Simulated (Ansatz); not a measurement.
Geometry optimisation, RKS PBE/6-31G in Ansatz 0.2.0.

Input:

```yaml
crystal:
  periodic: [false, false, false]
  atoms:
    - { symbol: Al, position_ang: [0.0, 0.0, 0.0] }
    - { symbol: H, position_ang: [0.0, 0.0, 1.56] }
    - { symbol: O, position_ang: [1.5415, 0.0, -0.89] }
    - { symbol: Si, position_ang: [2.3874, -1.376, -1.352] }
    - { symbol: H, position_ang: [1.4599, -2.3514, -1.9176] }
    - { symbol: H, position_ang: [3.3882, -1.0195, -2.3535] }
    - { symbol: H, position_ang: [3.0504, -1.9546, -0.187] }
    - { symbol: O, position_ang: [-1.5415, 0.0, -0.89] }
    - { symbol: Si, position_ang: [-2.6907, -1.2238, -0.8267] }
    - { symbol: H, position_ang: [-2.2881, -2.2198, 0.162] }
    - { symbol: H, position_ang: [-3.9833, -0.6595, -0.4496] }
    - { symbol: H, position_ang: [-2.8007, -1.8572, -2.1376] }
basis:
  gaussian: { orbitals: "6-31G" }
hamiltonian:
  xc: pbe
relax:
  f_tol: 0.02
  max_steps: 40
output:
  orbitals: {}
```

Run as:

```bash
$ ansatz run input.yaml --threads 1 --pin off --max-ram 2048MiB --backend cpu --events-out ev --progress --plain --runs-dir out
```

Q: Where does it end, and by what steps?

A: The forces met the threshold. The force dipped under the threshold on the way, but the program's further checks kept it going. Limits of this set-up: no polarisation functions. After 14 steps the energy has fallen by 0.932 eV; H2 moved furthest, 1.19 Å.

```json
{"step": "0", "energy less start (eV)": "0.0000", "largest force component (eV/Å)": "2.001", "accepted": "yes"}
{"step": "1", "energy less start (eV)": "-0.3951", "largest force component (eV/Å)": "0.982", "accepted": "yes"}
{"step": "2", "energy less start (eV)": "-0.5379", "largest force component (eV/Å)": "0.471", "accepted": "yes"}
{"step": "3", "energy less start (eV)": "-0.6539", "largest force component (eV/Å)": "0.363", "accepted": "yes"}
{"step": "4", "energy less start (eV)": "-0.7590", "largest force component (eV/Å)": "0.358", "accepted": "yes"}
{"step": "5", "energy less start (eV)": "-0.8436", "largest force component (eV/Å)": "0.211", "accepted": "yes"}
{"step": "6", "energy less start (eV)": "-0.9015", "largest force component (eV/Å)": "0.130", "accepted": "yes"}
{"step": "7", "energy less start (eV)": "-0.9286", "largest force component (eV/Å)": "0.050", "accepted": "yes"}
{"step": "8", "energy less start (eV)": "-0.9307", "largest force component (eV/Å)": "0.099", "accepted": "yes"}
{"step": "9", "energy less start (eV)": "-0.9315", "largest force component (eV/Å)": "0.006", "accepted": "yes"}
{"step": "10", "energy less start (eV)": "-0.9316", "largest force component (eV/Å)": "0.019", "accepted": "yes"}
{"step": "11", "energy less start (eV)": "-0.9314", "largest force component (eV/Å)": "0.029", "accepted": "no"}
{"step": "12", "energy less start (eV)": "-0.9317", "largest force component (eV/Å)": "0.011", "accepted": "yes"}
{"step": "13", "energy less start (eV)": "-0.9317", "largest force component (eV/Å)": "0.027", "accepted": "no"}
{"step": "14", "energy less start (eV)": "-0.9318", "largest force component (eV/Å)": "0.007", "accepted": "yes"}
```

```xyz
12
Properties=species:S:1:pos:R:3
Al 0.018 -0.029 0.180
H 0.179 1.137 1.259
O 1.422 -0.684 -0.564
Si 2.677 -1.474 -1.415
H 2.126 -2.590 -2.285
H 3.402 -0.481 -2.304
H 3.667 -2.073 -0.434
O -1.556 -0.599 -0.211
Si -3.015 -1.306 -0.754
H -3.298 -2.578 0.023
H -4.166 -0.339 -0.547
H -2.932 -1.647 -2.231
```

Time of the run: 23 s on 1 thread of AMD EPYC 9R45 96-Core Processor (Zen 5), on a shared host, peak memory 0.17 GiB.
